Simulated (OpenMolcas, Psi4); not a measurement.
How basis sets differ on SiH4O4 (orthosilicic acid)

SiH4O4: 9 atoms, total charge 0, spin state singlet. As SMILES, `O[Si](O)(O)O`. The coordinates come from a PBE0-D4/def2-TZVP relaxation. This is one conformer, not always the lowest.

Each level gives the HOMO–LUMO gap (eV). The values are calculated.

```json
{"level": "HF/ANO-R0 (sfX2C)", "kind": "Hartree–Fock", "program": "OpenMolcas", "value (eV)": "16.74", "CPU time": "2.4 s"}
{"level": "HF/ANO-RCC-MB (DKH2)", "kind": "Hartree–Fock", "program": "OpenMolcas", "value (eV)": "21.23", "CPU time": "5.2 s"}
{"level": "HF/STO-3G", "kind": "Hartree–Fock", "program": "OpenMolcas", "value (eV)": "21.99", "CPU time": "2.1 s"}
{"level": "HF/3-21G", "kind": "Hartree–Fock", "program": "OpenMolcas", "value (eV)": "18.95", "CPU time": "2.7 s"}
{"level": "HF/def2-SVP", "kind": "Hartree–Fock", "program": "Psi4", "value (eV)": "17.86", "CPU time": "9.3 s"}
```

The values span 16.74 to 21.99 eV. A Hartree–Fock LUMO above zero doesn't converge with the basis: it sinks as sets grow more diffuse. Orbital gaps aren't excitation energies. CPU times are rough (shared hosts, several kinds of processor and program).
